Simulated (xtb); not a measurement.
InBr3, SMILES [Br][In]([Br])[Br]. All values are semi-empirical tight-binding results from xtb (GFN2-xTB unless named), good for trends rather than for accurate numbers. Geometry optimised at GFN2-xTB. The isomer is the one that the SMILES or the coordinates give; other isomers of the formula were not compared.

For metal compounds this method's bond lengths and energies can be far off.

Computed properties:
* **point group as xtb finds it**: D3h
* **orbital gap**: 2.56 eV
* **zero-point energy**: 1.2 kcal/mol
* **G − E(el) at 298.15 K (modified RRHO)**: -20.8 kcal/mol
